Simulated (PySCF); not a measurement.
I2Sb, charge +1, multiplicity 1. Atoms are numbered in the order given.

```xyz
3

Sb     0.0000     0.0000     1.1057
I      0.0000    -2.0597    -0.5320
I      0.0000     2.0597    -0.5320
```
Charge +1, spin multiplicity 1.

Geometry optimised at PBE0-D3(BJ)/def2-SVP. The spin state was assumed, not searched. The isomer is the one that the SMILES or the coordinates give; other isomers of the formula were not compared. The def2 effective core potentials stand for the cores of I, Sb; spin–orbit coupling is left out.

The numbers are results of M06-2X/def2-TZVPD (PySCF), not measurements.

Mulliken values depend strongly on the basis, most of all with diffuse functions as here. ESP charges are fitted to the potential on shells at 1.4 to 2.0 van der Waals radii. Atomic charges (e):

| atom | ESP fit | Mulliken |
|---|---|---|
| Sb1 | [?] | 0.72 |
| I2 | [?] | 0.14 |
| I3 | [?] | 0.14 |

Q: Some entries are withheld; supply them. (The exact figures need the calculation; the answer reports its results.)

A: 
- Sb1, ESP fit: 0.65
- I2, ESP fit: 0.17
- I3, ESP fit: 0.17
